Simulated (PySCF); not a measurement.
Species: C7H12 (charge +1 and doublet state).
Structure used (GFN2-xTB), in Å, numbered top down from 1:
```xyz
19
C7H12 angstrom
C      3.753    0.627   -0.588
C      2.764    0.196    0.110
C      1.759   -0.292    0.814
C      0.559   -0.923    0.219
C     -0.596    0.093    0.412
C     -1.851   -0.453   -0.284
C     -2.957    0.578   -0.141
H      4.438   -0.032   -1.107
H      3.984    1.680   -0.687
H      1.781   -0.210    1.895
H      0.302   -1.842    0.747
H      0.705   -1.137   -0.839
H     -0.788    0.237    1.475
H     -0.326    1.055   -0.027
H     -2.134   -1.397    0.186
H     -1.653   -0.641   -1.339
H     -3.182    0.781    0.903
H     -2.715    1.514   -0.640
H     -3.852    0.177   -0.621
```

The hyperfine couplings belong to this conformer and change with its torsions.

As a line formula: `[CH2+]/[C]=C\CCCC` [radical] (charge +1).

Theory: PySCF 2.14.0, UKS B3LYP, pcH-1 on C H, non-relativistic, mean-field spin-orbit, GIAO. Isolated species at its GFN2-xTB geometry (one conformer only). A GFN2-xTB geometry isn't a minimum of the functional, and hyperfine couplings can be far from their values at a DFT geometry, by a factor of two or more for some ions and for spin on atoms past the first row. Stability of the SCF solution: not tested.

Principal values of hyperfine tensors in MHz (contact and dipolar terms together), for some of the nuclei:

```tsv
atom	isotope	A1	A2	A3
H9	1H	74.78	77.23	98.11
H8	1H	73.52	75.98	96.93
H19	1H	48.88	50.00	55.62
C1	13C	-30.69	-25.51	16.99
H11	1H	6.67	9.58	20.87
H10	1H	0.23	5.96	29.77
C4	13C	-21.16	-20.42	9.20
C3	13C	-19.15	-14.40	64.56
```

(1) Give the isotropic coupling of each nucleus in MHz and in mT (g = 2.0028), and the anisotropic part.

(2) What spin density at the nucleus of H11 lies behind its contact coupling (g_N = 5.58569)?

(3) C7 (13C, g_N = 1.40482) isn't in the table. Its spin density at the nucleus is 0.005269 bohr⁻³. What is its contact coupling?

(4) Name the largest traceless tensor T of the table and describe it.

(5) What first-order splitting does H9 cause when the field lies along A1, A2 or A3 of its tensor (g taken as isotropic, no quadrupole term)?

Answers

(1) a_iso is a third of the trace, T = A − a_iso, and a(mT) = a(MHz)/(g × 13.996).

| atom | a_iso (MHz) | a_iso (mT) | T1 | T2 | T3 |
| --- | --- | --- | --- | --- | --- |
| H9 | 83.37 | 2.974 | -8.59 | -6.14 | 14.73 |
| H8 | 82.15 | 2.930 | -8.62 | -6.16 | 14.79 |
| H19 | 51.50 | 1.837 | -2.62 | -1.50 | 4.12 |
| C1 | -13.07 | -0.466 | -17.62 | -12.44 | 30.06 |
| H11 | 12.37 | 0.441 | -5.70 | -2.79 | 8.49 |
| H10 | 11.98 | 0.427 | -11.76 | -6.03 | 17.78 |
| C4 | -10.80 | -0.385 | -10.37 | -9.63 | 19.99 |
| C3 | 10.33 | 0.369 | -29.49 | -24.74 | 54.22 |

(2) a_FC = 800.24 MHz bohr³ × g_N × ρ(0)/(2S). With a_FC = 12.37 MHz and 2S = 1, ρ(0) = 0.002768 bohr⁻³. In magnitude that is 0.9 % of the 1/π = 0.318 of a free hydrogen atom.

(3) By the same relation, a_FC = 5.92 MHz. Its full tensor has the principal values 1.67, 1.77, 14.33 MHz.

(4) C3: -29.5, -24.7, 54.2 MHz, rhombic: the two smaller values differ by 9 % of the largest.

(5) 2 lines (I = 1/2), spaced by |A_i|/(g × 13.996): 2.67, 2.76, 3.50 mT along the axes of A1, A2 and A3.

Time: 77 s (grids of density and orbitals included); peak memory 0.98 GiB. Hardware: an Arm Neoverse V1 with one thread, on a shared host.
